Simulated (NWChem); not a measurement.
The numbers come from NWChem runs, not from measurements. System: CH₇Si₂, charge 0, spin multiplicity 2, at a geometry optimised with UB3LYP/def2-SVP. The structure started from a generated list of species. Its SCF solution wasn't tested for a lower state. Level: UHF/def2-SVPD.

The NWChem input:

```
start mol
memory heap 200 mb stack 900 mb global 1100 mb
geometry units angstroms nocenter noautoz noautosym
  Si     1.624121     0.360288     0.062953
  C      0.106533    -0.694774    -0.358919
  Si    -1.574680    -0.016116     0.182700
  H      2.898953    -0.325587    -0.318339
  H      1.557999     1.700361    -0.599133
  H      0.085375    -0.845153    -1.455154
  H      0.241184    -1.692922     0.093245
  H     -2.671109    -0.933530    -0.248657
  H     -1.815815     1.325682    -0.425445
  H     -1.627965     0.121374     1.667840
end
basis spherical
  * library def2-svpd
end
scf
  uhf
  nopen 1
  maxiter 100
  thresh 1e-7
  semidirect memsize 60000000 filesize 0
  # guess.movecs holds the orbitals of an unrestricted PBE0 run
  vectors input guess.movecs output mol.movecs
end
task scf energy
```

NWChem printed:

```
             Northwest Computational Chemistry Package (NWChem) 7.3.0
             --------------------------------------------------------

                                NWChem Input Module
                                -------------------

 Scaling coordinates for geometry "geometry" by  1.889725989
 (inverse scale =  0.529177249)

                             Geometry "geometry" -> ""
                             -------------------------

 Output coordinates in angstroms (scale by  1.889725989 to convert to a.u.)

  No.       Tag          Charge          X              Y              Z
 ---- ---------------- ---------- -------------- -------------- --------------
    1 Si                  14.0000     1.62412100     0.36028800     0.06295300
    2 C                    6.0000     0.10653300    -0.69477400    -0.35891900
    3 Si                  14.0000    -1.57468000    -0.01611600     0.18270000
    4 H                    1.0000     2.89895300    -0.32558700    -0.31833900
    5 H                    1.0000     1.55799900     1.70036100    -0.59913300
    6 H                    1.0000     0.08537500    -0.84515300    -1.45515400
    7 H                    1.0000     0.24118400    -1.69292200     0.09324500
    8 H                    1.0000    -2.67110900    -0.93353000    -0.24865700
    9 H                    1.0000    -1.81581500     1.32568200    -0.42544500
   10 H                    1.0000    -1.62796500     0.12137400     1.66784000

 Effective nuclear repulsion energy (a.u.)     140.2164564584

            Nuclear Dipole moment (a.u.)
            ----------------------------
        X                 Y               Z
 ---------------- ---------------- ----------------
    -0.0000113384    -0.0000207870    -0.0000283459


 Summary of "ao basis" -> "" (spherical)
 ------------------------------------------------------------------------------
       Tag                 Description            Shells   Functions and Types
 ---------------- ------------------------------  ------  ---------------------
 *                         def2-svpd                  on all atoms

 Summary of "ao basis" -> "ao basis" (spherical)
 ------------------------------------------------------------------------------
       Tag                 Description            Shells   Functions and Types
 ---------------- ------------------------------  ------  ---------------------
 Si                        def2-svpd                10       24   5s3p2d
 C                         def2-svpd                 8       20   4s2p2d
 H                         def2-svpd                 4        8   2s2p

                                 NWChem SCF Module
                                 -----------------

  ao basis        = "ao basis"
  functions       =   124
  atoms           =    10
  alpha electrons =    21
  beta  electrons =    20
  charge          =   0.00
  wavefunction    = UHF
  use symmetry    = F
  symmetry adapt  = F

 Summary of "ao basis" -> "ao basis" (spherical)
 ------------------------------------------------------------------------------
       Tag                 Description            Shells   Functions and Types
 ---------------- ------------------------------  ------  ---------------------
 Si                        def2-svpd                10       24   5s3p2d
 C                         def2-svpd                 8       20   4s2p2d
 H                         def2-svpd                 4        8   2s2p

 Forming initial guess at       0.0s

 Starting SCF solution at       0.0s
[...]
     9     -0.202534   1 Si px               53     -0.197573   3 Si px
    56     -0.180970   3 Si px               12     -0.163645   1 Si px

 Vector   21  Occ=0.000000D+00  E= 5.096425D-02
              MO Center=  1.5D+00,  5.0D-01,  7.4D-01, r^2= 4.9D+00
   Bfn.  Coefficient  Atom+Function         Bfn.  Coefficient  Atom+Function
  ----- ------------  ---------------      ----- ------------  ---------------
     4      1.537060   1 Si s                 5     -1.514209   1 Si s
    48      1.177594   3 Si s                49     -0.985390   3 Si s
    28      0.782730   2 C  s                14     -0.566370   1 Si pz
    12      0.521634   1 Si px               70     -0.463472   4 H  s
   110     -0.261753   9 H  s                23      0.249463   1 Si d  1

 Vector   22  Occ=0.000000D+00  E= 9.275651D-02
              MO Center= -5.7D-01, -3.6D-01, -2.2D-01, r^2= 1.1D+01
   Bfn.  Coefficient  Atom+Function         Bfn.  Coefficient  Atom+Function
  ----- ------------  ---------------      ----- ------------  ---------------
    48      5.758240   3 Si s                49     -3.586873   3 Si s
     4      1.728002   1 Si s                28     -1.645498   2 C  s
    27     -1.230218   2 C  s                86      0.822563   6 H  s
     5     -0.783680   1 Si s               102     -0.731753   8 H  s
    94      0.595303   7 H  s               118     -0.579379  10 H  s

 Vector   23  Occ=0.000000D+00  E= 1.044104D-01
              MO Center= -1.5D+00, -3.0D-02,  2.0D-01, r^2= 1.4D+01
   Bfn.  Coefficient  Atom+Function         Bfn.  Coefficient  Atom+Function
  ----- ------------  ---------------      ----- ------------  ---------------
    48      5.385652   3 Si s                49     -4.938945   3 Si s
    28      3.547698   2 C  s                 4     -3.330175   1 Si s
     5      2.320258   1 Si s                94     -1.239445   7 H  s
    86     -1.164293   6 H  s                27      1.080982   2 C  s
   110     -0.854662   9 H  s               118     -0.843758  10 H  s

 center of mass
 --------------
 x =   0.03325050 y =   0.01604138 z =   0.03199279

 moments of inertia (a.u.)
 ------------------
          96.216274937231         -61.792448077715          31.894467285335
         -61.792448077715         627.337372159092         -12.718180827441
          31.894467285335         -12.718180827441         664.816795804507

  Mulliken analysis of the total density
  --------------------------------------

    Atom       Charge   Shell Charges
 -----------   ------   -------------------------------------------------------
    1 Si  14    13.64   2.00  1.99  0.96  0.17  0.04  5.94  1.14  1.17  0.18  0.06
    2 C    6     6.74   1.99  0.86  0.26 -0.02  2.04  1.58  0.02  0.01
    3 Si  14    13.60   2.00  1.99  0.93  0.06  0.05  5.94  1.19  1.14  0.23  0.07
    4 H    1     1.07   0.73  0.33  0.01 -0.01
    5 H    1     1.07   0.73  0.33  0.01 -0.01
    6 H    1     0.86   0.73  0.04  0.03  0.07
    7 H    1     0.88   0.73  0.05  0.03  0.07
    8 H    1     1.06   0.74  0.32  0.01 -0.01
    9 H    1     1.05   0.74  0.31  0.01 -0.01
   10 H    1     1.05   0.74  0.30  0.01 -0.01

  Mulliken analysis of the alpha density
  --------------------------------------

    Atom       Charge   Shell Charges
 -----------   ------   -------------------------------------------------------
    1 Si  14     7.38   1.00  1.00  0.53  0.19 -0.00  2.97  0.71  0.86  0.09  0.04
    2 C    6     3.36   0.99  0.43  0.13 -0.01  1.02  0.78  0.01 -0.00
    3 Si  14     6.79   1.00  0.99  0.47  0.02  0.03  2.97  0.59  0.57  0.12  0.04
    4 H    1     0.51   0.37  0.15  0.01 -0.01
    5 H    1     0.51   0.37  0.14  0.01 -0.01
    6 H    1     0.44   0.37  0.02  0.01  0.03
    7 H    1     0.44   0.36  0.02  0.01  0.03
    8 H    1     0.53   0.37  0.16  0.01 -0.01
    9 H    1     0.53   0.37  0.15  0.01 -0.01
   10 H    1     0.52   0.37  0.15  0.01 -0.00

   Mulliken analysis of the beta density
   -------------------------------------

    Atom       Charge   Shell Charges
 -----------   ------   -------------------------------------------------------
    1 Si  14     6.26   1.00  0.99  0.43 -0.01  0.04  2.97  0.42  0.31  0.09  0.02
    2 C    6     3.38   0.99  0.43  0.13 -0.01  1.01  0.80  0.01  0.01
    3 Si  14     6.80   1.00  0.99  0.47  0.03  0.02  2.97  0.59  0.57  0.12  0.04
    4 H    1     0.55   0.36  0.19  0.01  0.00
    5 H    1     0.56   0.36  0.19  0.01  0.00
    6 H    1     0.42   0.36  0.01  0.01  0.04
    7 H    1     0.44   0.36  0.03  0.01  0.04
    8 H    1     0.53   0.37  0.16  0.01 -0.01
    9 H    1     0.52   0.37  0.15  0.01 -0.01
   10 H    1     0.52   0.37  0.15  0.01 -0.01

   Mulliken analysis of the spin density
   -------------------------------------

    Atom       Charge   Shell Charges
 -----------   ------   -------------------------------------------------------
    1 Si  14     1.12   0.00  0.00  0.09  0.20 -0.04  0.00  0.29  0.55  0.00  0.02
    2 C    6    -0.03   0.00  0.00 -0.01 -0.00  0.01 -0.02  0.00 -0.01
    3 Si  14    -0.01   0.00  0.00  0.00 -0.01  0.01  0.00  0.00 -0.01  0.00 -0.00
    4 H    1    -0.04   0.01 -0.04  0.00 -0.01
    5 H    1    -0.05   0.00 -0.04  0.00 -0.01
    6 H    1     0.01   0.02  0.01  0.00 -0.01
    7 H    1    -0.00   0.00 -0.00  0.00 -0.00
    8 H    1    -0.00  -0.00 -0.00  0.00 -0.00
    9 H    1     0.00  -0.00  0.00 -0.00  0.00
   10 H    1     0.00  -0.00  0.00  0.00  0.00

       Multipole analysis of the density wrt the origin
       ------------------------------------------------

     L   x y z        total         alpha         beta         nuclear
     -   - - -        -----         -----         ----         -------
     0   0 0 0     -0.000000    -21.000000    -20.000000     41.000000

     1   1 0 0     -0.003474     -1.553664      1.550202     -0.000011
     1   0 1 0     -0.288092     -0.568698      0.280627     -0.000021
     1   0 0 1     -0.159757     -0.688525      0.528797     -0.000028

     2   2 0 0    -29.958027   -191.512413   -180.162640    341.717025
     2   1 1 0     -0.302073    -17.989937    -15.226346     32.914210
     2   1 0 1      0.001119      8.860446     12.789320    -21.648647
     2   0 2 0    -28.019381    -40.115536    -37.678593     49.774749
     2   0 1 1     -0.042205     -3.958685     -2.511269      6.427749
     2   0 0 2    -28.105188    -28.991447    -23.778090     24.664349

 Task  times  cpu:        6.8s     wall:        6.8s

 Total times  cpu:        6.8s     wall:        6.8s
```
